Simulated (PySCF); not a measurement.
Sn(F)(Et)(OH)2 (C2H7FO2Sn), SMILES [Sn]([OH])([OH])([F])[CH2]C.

Geometry: B3LYP-D3(BJ)/def2-SVP. The structure was generated by enumeration; whether it is a known compound was not checked. The def2 effective core potentials stand for the cores of Sn; spin–orbit coupling is left out. Other conformers were not sampled.

Two levels are set side by side: PBE/def2-TZVP (PySCF) and ωB97X/def2-TZVP (PySCF). Same geometry, gas phase. Differences are taken from unrounded values.

| quantity | ωB97X |
|---|---|
| orbital gap (eV) | 11.69 |
| highest occupied level (eV) | -10.92 |
| lowest empty level (eV) | 0.77 |
| dipole moment (D) | 1.96 |
| mean polarisability (bohr³) | 66.4 |

Question: What does PBE give, and how far is it from ωB97X? (The exact figures need the calculation; the answer reports its results.)

Answer: 
```json
[
 {"quantity": "orbital gap (eV)", "PBE": "4.73", "PBE minus ωB97X": "-6.96"},
 {"quantity": "highest occupied level (eV)", "PBE": "-6.97", "PBE minus ωB97X": "3.94"},
 {"quantity": "lowest empty level (eV)", "PBE": "-2.25", "PBE minus ωB97X": "-3.02"},
 {"quantity": "dipole moment (D)", "PBE": "1.93", "PBE minus ωB97X": "-0.03"},
 {"quantity": "mean polarisability (bohr³)", "PBE": "71.3", "PBE minus ωB97X": "4.8"}
]
```

Without exact exchange PBE keeps part of each electron's self-repulsion, which lifts occupied levels and narrows the gap. PBE's more diffuse valence density responds more strongly to a field. Differences between two approximate levels are no errors against the true value.

Rough cost on one machine, each run with all the roots and properties that it gave: ωB97X against PBE within a factor of 2.
